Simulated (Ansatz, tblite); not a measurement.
Removing and adding an electron: the cluster Sn₂Br₄ (the lowest singlet isomer of a short search). Total charge 0; singlet. Geometry: PBE0-D4/def2-SVP. Ansatz, gas phase; energy differences of separate SCF runs; the oxidised species was run as a doublet alone; the reduced species was run as a doublet alone.

```xyz
6

Sn    0.4087    1.4947   -0.2003
Sn   -0.3715   -2.2180   -0.2764
Br    1.3953   -0.7254    1.2313
Br    0.7034   -1.4228   -2.4803
Br   -1.9913    0.0134   -0.1535
Br   -0.1445    2.8581    1.8792
```

In the def2 sets Sn takes a core potential; there is no spin–orbit coupling. The xTB rows come from tblite. The structure comes from a short search, and lower isomers may exist.

Q: Estimate orbital energies and vertical ionisation energies and electron affinities at: GFN1-xTB; GFN2-xTB; PBE-D4/def2-SVP; PBE0-D4/def2-SVP.

A: 
| level | −HOMO (eV) | vertical IE (eV) | −LUMO (eV) | vertical EA (eV) | HOMO–LUMO gap (eV) | IE − EA (eV) | remarks |
| --- | --- | --- | --- | --- | --- | --- | --- |
| GFN1-xTB | 10.94 | 13.79 | 6.87 | 4.18 | 4.07 | 9.60 | – |
| GFN2-xTB | 11.70 | 14.15 | 7.27 | 4.96 | 4.43 | 9.18 | – |
| PBE-D4/def2-SVP | 6.37 | 8.62 | 2.98 | 0.94 | 3.39 | 7.69 | HOMO above zero (-1 doublet) |
| PBE0-D4/def2-SVP | 7.43 | 9.04 | 2.39 | 0.96 | 5.04 | 8.08 | HOMO above zero (-1 doublet) |

   A HOMO above zero means that the electron is unbound at that level or that self-interaction error raises the level; the energy of removing that electron tells which. Raw xTB energy differences between charge states are shifted by several eV; the methods need an empirical correction for them. Sets without diffuse functions give affinities that are too small.
